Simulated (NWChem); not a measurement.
BeNH₂Cl; SMILES [NH2][Be][Cl]

```xyz
5

Be     0.0006     0.5382     0.0000
Cl     0.0014    -1.2805     0.0000
N     -0.0007     2.0308     0.0000
H     -0.0052     2.6197    -0.8260
H     -0.0052     2.6197     0.8260
```
Atoms are numbered in this order, from 1.

All runs: NWChem. Pople sets run with spherical d functions. STO-3G and 3-21G are far too small for this property and stand as cheap habits. Geometry: optimised at PBE0/def2-SVP. GIAO values for the isolated, static molecule; σ is the absolute isotropic shielding, δ = σ(reference) − σ with the isolated reference molecule computed at the same levels (1H: tetramethylsilane, 15N: ammonia).

For level Hartree-Fock/STO-3G:

```
Property     Result
-----------  ------
σ Cl2 (ppm)  1226.1
δ N3 (ppm)     -9.1
δ H4 (ppm)     1.40
```

### Question
What are these values for level Hartree-Fock/6-31G*?

### Answer
| Property | Result |
|---|---|
| σ Cl2 (ppm) | 1059.3 |
| δ N3 (ppm) | 6.7 |
| δ H4 (ppm) | 0.45 |
